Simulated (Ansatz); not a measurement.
[WOS3]2- (WS3O²⁻), relaxed as a singlet with RKS PBE0-D4/def2-SVPD in Ansatz, starting from the GFN2-xTB (ALPB water) geometry. Force threshold 0.02 eV/Å.

In the def2 sets W takes a core potential; there is no spin–orbit coupling. A multiply charged anion in the gas phase is held together partly by the finite basis. The highest occupied level of the charge -2 singlet lies above zero (up to 2.03 eV). The electron is either unbound and held by the finite basis, or the level is raised by self-interaction error. The relaxation made no stability test and no search for a lower SCF solution.

Start:

```xyz
5

W    -0.0006    0.0116    0.1409
O    -0.0195    0.1438    1.8654
S    -0.5164    1.9670   -0.8344
S    -1.4861   -1.5155   -0.5662
S     2.0226   -0.6069   -0.6057
```

**Question.** Estimate the energy that the relaxation releases and the steps that it takes.

**Answer.** 0.06 eV, in 4 steps; 9 s on 4 threads of Arm Neoverse V2 on a shared host. No frequencies were taken in this run, so the end may be a saddle point.

**Question.** Does the start keep its bonding and symmetry?

**Answer.** By distances, no bond broke or formed. The bond that changes most is W1–O2, from 1.73 to 1.74 Å (atoms count from 1). Point group C3v at the start, C3v at the end, both within 0.05 Å.

**Question.** Predict the relaxed structure.

**Answer.** 
```xyz
5

W    -0.001    0.005    0.070
O    -0.018    0.141    1.800
S    -0.528    2.010   -0.790
S    -1.515   -1.541   -0.521
S     2.062   -0.616   -0.559
```
Bond lengths: 3 × S–W 2.24 Å; 1 × O–W 1.74 Å.
